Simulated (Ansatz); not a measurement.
Reaction (ligand exchange at the Si–C bond): `C=NC(F)[SiH2]N` + `[SiH3][SeH]` → `N[SiH2][Se][SiH3]` + `C=NCF`

Gas-phase electronic energies from Ansatz, PBE0-D4/def2-TZVP geometries. CBS: MP2 limit from def2 TZ/QZ plus the TZ coupled-cluster correction, frozen cores. DFT in def2-TZVPP. For Se outer-core shells are correlated without core-valence functions, which leaves a few kJ/mol of doubt a bond. Scalar relativity is left out up to krypton. One conformer a species, not always the lowest.

```tsv
level	ΔE (kcal/mol)
PBE0-D4	-21.7
PBE	-20.2
```

(1) What does CCSD(T)/CBS give? (An estimate is asked.)

Largest T1 diagnostic among the species: 0.013.

## Answers

(1) The calculation gave: -21.6 kcal/mol. The listed levels differ from it by -0.1, 1.4 kcal/mol.

From PBE to PBE0 (25 % exact exchange), in def2-TZVPP and without D4, ΔE moves by −1.2 kcal/mol.
